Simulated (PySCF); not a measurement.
Breaking a bond: BeH (cation, charge +1), singlet.

Methods: UHF/6-31G (PySCF); RHF/6-31G (PySCF); UKS-LDA (SVWN5) = unrestricted LDA (SVWN5)/6-31G run with PySCF; RKS-LDA (SVWN5) = restricted LDA (SVWN5)/6-31G (PySCF); UKS-M06-2X = unrestricted M06-2X/6-31G in PySCF; RKS-M06-2X = restricted M06-2X/6-31G (PySCF); UKS-B3LYP = unrestricted B3LYP/6-31G (PySCF); RKS-B3LYP = restricted B3LYP/6-31G run with PySCF.

Scanned distances (Å): 1.05, 1.12, 1.20, 1.26, 1.29, 1.33, 1.38, 1.42, 1.46, 1.55, 1.63, 1.80, 1.98, 2.19, 2.38, 2.65, 2.93, 3.26, 3.62, 3.94, 4.63, 5.26.

**Question.** Where does the unrestricted solution first break spin symmetry (<S²> of 0.01 or more)?

**Answer.** UHF: between 1.63 and 1.80 Å; UKS-LDA (SVWN5): between 1.98 and 2.19 Å; UKS-M06-2X: between 1.80 and 1.98 Å; UKS-B3LYP: between 1.80 and 1.98 Å.

```json
[
 {"R / Å": "1.05", "<S²> UHF": "0.00", "E(RHF) − E(UHF) / kcal/mol": "0.0", "<S²> UKS-LDA (SVWN5)": "0.00", "E(RKS-LDA (SVWN5)) − E(UKS-LDA (SVWN5)) / kcal/mol": "0.0", "<S²> UKS-M06-2X": "0.00", "E(RKS-M06-2X) − E(UKS-M06-2X) / kcal/mol": "0.0", "<S²> UKS-B3LYP": "0.00", "E(RKS-B3LYP) − E(UKS-B3LYP) / kcal/mol": "0.0"},
 {"R / Å": "1.12", "<S²> UHF": "0.00", "E(RHF) − E(UHF) / kcal/mol": "0.0", "<S²> UKS-LDA (SVWN5)": "0.00", "E(RKS-LDA (SVWN5)) − E(UKS-LDA (SVWN5)) / kcal/mol": "0.0", "<S²> UKS-M06-2X": "0.00", "E(RKS-M06-2X) − E(UKS-M06-2X) / kcal/mol": "0.0", "<S²> UKS-B3LYP": "0.00", "E(RKS-B3LYP) − E(UKS-B3LYP) / kcal/mol": "0.0"},
 {"R / Å": "1.20", "<S²> UHF": "0.00", "E(RHF) − E(UHF) / kcal/mol": "0.0", "<S²> UKS-LDA (SVWN5)": "0.00", "E(RKS-LDA (SVWN5)) − E(UKS-LDA (SVWN5)) / kcal/mol": "0.0", "<S²> UKS-M06-2X": "0.00", "E(RKS-M06-2X) − E(UKS-M06-2X) / kcal/mol": "0.0", "<S²> UKS-B3LYP": "0.00", "E(RKS-B3LYP) − E(UKS-B3LYP) / kcal/mol": "0.0"},
 {"R / Å": "1.26", "<S²> UHF": "0.00", "E(RHF) − E(UHF) / kcal/mol": "0.0", "<S²> UKS-LDA (SVWN5)": "0.00", "E(RKS-LDA (SVWN5)) − E(UKS-LDA (SVWN5)) / kcal/mol": "0.0", "<S²> UKS-M06-2X": "0.00", "E(RKS-M06-2X) − E(UKS-M06-2X) / kcal/mol": "0.0", "<S²> UKS-B3LYP": "0.00", "E(RKS-B3LYP) − E(UKS-B3LYP) / kcal/mol": "0.0"},
 {"R / Å": "1.29", "<S²> UHF": "0.00", "E(RHF) − E(UHF) / kcal/mol": "0.0", "<S²> UKS-LDA (SVWN5)": "0.00", "E(RKS-LDA (SVWN5)) − E(UKS-LDA (SVWN5)) / kcal/mol": "0.0", "<S²> UKS-M06-2X": "0.00", "E(RKS-M06-2X) − E(UKS-M06-2X) / kcal/mol": "0.0", "<S²> UKS-B3LYP": "0.00", "E(RKS-B3LYP) − E(UKS-B3LYP) / kcal/mol": "0.0"},
 {"R / Å": "1.33", "<S²> UHF": "0.00", "E(RHF) − E(UHF) / kcal/mol": "0.0", "<S²> UKS-LDA (SVWN5)": "0.00", "E(RKS-LDA (SVWN5)) − E(UKS-LDA (SVWN5)) / kcal/mol": "0.0", "<S²> UKS-M06-2X": "0.00", "E(RKS-M06-2X) − E(UKS-M06-2X) / kcal/mol": "0.0", "<S²> UKS-B3LYP": "0.00", "E(RKS-B3LYP) − E(UKS-B3LYP) / kcal/mol": "0.0"},
 {"R / Å": "1.38", "<S²> UHF": "0.00", "E(RHF) − E(UHF) / kcal/mol": "0.0", "<S²> UKS-LDA (SVWN5)": "0.00", "E(RKS-LDA (SVWN5)) − E(UKS-LDA (SVWN5)) / kcal/mol": "0.0", "<S²> UKS-M06-2X": "0.00", "E(RKS-M06-2X) − E(UKS-M06-2X) / kcal/mol": "0.0", "<S²> UKS-B3LYP": "0.00", "E(RKS-B3LYP) − E(UKS-B3LYP) / kcal/mol": "0.0"},
 {"R / Å": "1.42", "<S²> UHF": "0.00", "E(RHF) − E(UHF) / kcal/mol": "0.0", "<S²> UKS-LDA (SVWN5)": "0.00", "E(RKS-LDA (SVWN5)) − E(UKS-LDA (SVWN5)) / kcal/mol": "0.0", "<S²> UKS-M06-2X": "0.00", "E(RKS-M06-2X) − E(UKS-M06-2X) / kcal/mol": "0.0", "<S²> UKS-B3LYP": "0.00", "E(RKS-B3LYP) − E(UKS-B3LYP) / kcal/mol": "0.0"},
 {"R / Å": "1.46", "<S²> UHF": "0.00", "E(RHF) − E(UHF) / kcal/mol": "0.0", "<S²> UKS-LDA (SVWN5)": "0.00", "E(RKS-LDA (SVWN5)) − E(UKS-LDA (SVWN5)) / kcal/mol": "0.0", "<S²> UKS-M06-2X": "0.00", "E(RKS-M06-2X) − E(UKS-M06-2X) / kcal/mol": "0.0", "<S²> UKS-B3LYP": "0.00", "E(RKS-B3LYP) − E(UKS-B3LYP) / kcal/mol": "0.0"},
 {"R / Å": "1.55", "<S²> UHF": "0.00", "E(RHF) − E(UHF) / kcal/mol": "0.0", "<S²> UKS-LDA (SVWN5)": "0.00", "E(RKS-LDA (SVWN5)) − E(UKS-LDA (SVWN5)) / kcal/mol": "0.0", "<S²> UKS-M06-2X": "0.00", "E(RKS-M06-2X) − E(UKS-M06-2X) / kcal/mol": "0.0", "<S²> UKS-B3LYP": "0.00", "E(RKS-B3LYP) − E(UKS-B3LYP) / kcal/mol": "0.0"},
 {"R / Å": "1.63", "<S²> UHF": "0.00", "E(RHF) − E(UHF) / kcal/mol": "0.0", "<S²> UKS-LDA (SVWN5)": "0.00", "E(RKS-LDA (SVWN5)) − E(UKS-LDA (SVWN5)) / kcal/mol": "0.0", "<S²> UKS-M06-2X": "0.00", "E(RKS-M06-2X) − E(UKS-M06-2X) / kcal/mol": "0.0", "<S²> UKS-B3LYP": "0.00", "E(RKS-B3LYP) − E(UKS-B3LYP) / kcal/mol": "0.0"},
 {"R / Å": "1.80", "<S²> UHF": "0.36", "E(RHF) − E(UHF) / kcal/mol": "2.3", "<S²> UKS-LDA (SVWN5)": "0.00", "E(RKS-LDA (SVWN5)) − E(UKS-LDA (SVWN5)) / kcal/mol": "0.0", "<S²> UKS-M06-2X": "0.00", "E(RKS-M06-2X) − E(UKS-M06-2X) / kcal/mol": "0.0", "<S²> UKS-B3LYP": "0.00", "E(RKS-B3LYP) − E(UKS-B3LYP) / kcal/mol": "0.0"},
 {"R / Å": "1.98", "<S²> UHF": "0.62", "E(RHF) − E(UHF) / kcal/mol": "9.4", "<S²> UKS-LDA (SVWN5)": "0.00", "E(RKS-LDA (SVWN5)) − E(UKS-LDA (SVWN5)) / kcal/mol": "0.0", "<S²> UKS-M06-2X": "0.08", "E(RKS-M06-2X) − E(UKS-M06-2X) / kcal/mol": "0.2", "<S²> UKS-B3LYP": "0.03", "E(RKS-B3LYP) − E(UKS-B3LYP) / kcal/mol": "0.0"},
 {"R / Å": "2.19", "<S²> UHF": "0.77", "E(RHF) − E(UHF) / kcal/mol": "20.1", "<S²> UKS-LDA (SVWN5)": "0.02", "E(RKS-LDA (SVWN5)) − E(UKS-LDA (SVWN5)) / kcal/mol": "0.0", "<S²> UKS-M06-2X": "0.38", "E(RKS-M06-2X) − E(UKS-M06-2X) / kcal/mol": "2.9", "<S²> UKS-B3LYP": "0.35", "E(RKS-B3LYP) − E(UKS-B3LYP) / kcal/mol": "1.8"},
 {"R / Å": "2.38", "<S²> UHF": "0.86", "E(RHF) − E(UHF) / kcal/mol": "30.1", "<S²> UKS-LDA (SVWN5)": "0.31", "E(RKS-LDA (SVWN5)) − E(UKS-LDA (SVWN5)) / kcal/mol": "1.1", "<S²> UKS-M06-2X": "0.58", "E(RKS-M06-2X) − E(UKS-M06-2X) / kcal/mol": "7.8", "<S²> UKS-B3LYP": "0.55", "E(RKS-B3LYP) − E(UKS-B3LYP) / kcal/mol": "5.2"},
 {"R / Å": "2.65", "<S²> UHF": "0.93", "E(RHF) − E(UHF) / kcal/mol": "43.5", "<S²> UKS-LDA (SVWN5)": "0.56", "E(RKS-LDA (SVWN5)) − E(UKS-LDA (SVWN5)) / kcal/mol": "4.5", "<S²> UKS-M06-2X": "0.75", "E(RKS-M06-2X) − E(UKS-M06-2X) / kcal/mol": "15.9", "<S²> UKS-B3LYP": "0.73", "E(RKS-B3LYP) − E(UKS-B3LYP) / kcal/mol": "11.1"},
 {"R / Å": "2.93", "<S²> UHF": "0.96", "E(RHF) − E(UHF) / kcal/mol": "55.7", "<S²> UKS-LDA (SVWN5)": "0.70", "E(RKS-LDA (SVWN5)) − E(UKS-LDA (SVWN5)) / kcal/mol": "8.5", "<S²> UKS-M06-2X": "0.83", "E(RKS-M06-2X) − E(UKS-M06-2X) / kcal/mol": "23.7", "<S²> UKS-B3LYP": "0.83", "E(RKS-B3LYP) − E(UKS-B3LYP) / kcal/mol": "16.9"},
 {"R / Å": "3.26", "<S²> UHF": "0.98", "E(RHF) − E(UHF) / kcal/mol": "67.4", "<S²> UKS-LDA (SVWN5)": "0.78", "E(RKS-LDA (SVWN5)) − E(UKS-LDA (SVWN5)) / kcal/mol": "12.6", "<S²> UKS-M06-2X": "0.87", "E(RKS-M06-2X) − E(UKS-M06-2X) / kcal/mol": "31.0", "<S²> UKS-B3LYP": "0.88", "E(RKS-B3LYP) − E(UKS-B3LYP) / kcal/mol": "22.2"},
 {"R / Å": "3.62", "<S²> UHF": "0.99", "E(RHF) − E(UHF) / kcal/mol": "77.2", "<S²> UKS-LDA (SVWN5)": "0.81", "E(RKS-LDA (SVWN5)) − E(UKS-LDA (SVWN5)) / kcal/mol": "15.8", "<S²> UKS-M06-2X": "0.90", "E(RKS-M06-2X) − E(UKS-M06-2X) / kcal/mol": "37.0", "<S²> UKS-B3LYP": "0.90", "E(RKS-B3LYP) − E(UKS-B3LYP) / kcal/mol": "26.2"},
 {"R / Å": "3.94", "<S²> UHF": "1.00", "E(RHF) − E(UHF) / kcal/mol": "83.6", "<S²> UKS-LDA (SVWN5)": "0.82", "E(RKS-LDA (SVWN5)) − E(UKS-LDA (SVWN5)) / kcal/mol": "17.6", "<S²> UKS-M06-2X": "0.91", "E(RKS-M06-2X) − E(UKS-M06-2X) / kcal/mol": "40.6", "<S²> UKS-B3LYP": "0.91", "E(RKS-B3LYP) − E(UKS-B3LYP) / kcal/mol": "28.5"},
 {"R / Å": "4.63", "<S²> UHF": "1.00", "E(RHF) − E(UHF) / kcal/mol": "92.0", "<S²> UKS-LDA (SVWN5)": "0.81", "E(RKS-LDA (SVWN5)) − E(UKS-LDA (SVWN5)) / kcal/mol": "19.4", "<S²> UKS-M06-2X": "0.92", "E(RKS-M06-2X) − E(UKS-M06-2X) / kcal/mol": "45.0", "<S²> UKS-B3LYP": "0.91", "E(RKS-B3LYP) − E(UKS-B3LYP) / kcal/mol": "30.8"},
 {"R / Å": "5.26", "<S²> UHF": "1.00", "E(RHF) − E(UHF) / kcal/mol": "95.7", "<S²> UKS-LDA (SVWN5)": "0.81", "E(RKS-LDA (SVWN5)) − E(UKS-LDA (SVWN5)) / kcal/mol": "19.7", "<S²> UKS-M06-2X": "0.92", "E(RKS-M06-2X) − E(UKS-M06-2X) / kcal/mol": "46.8", "<S²> UKS-B3LYP": "0.90", "E(RKS-B3LYP) − E(UKS-B3LYP) / kcal/mol": "31.4"}
]
```
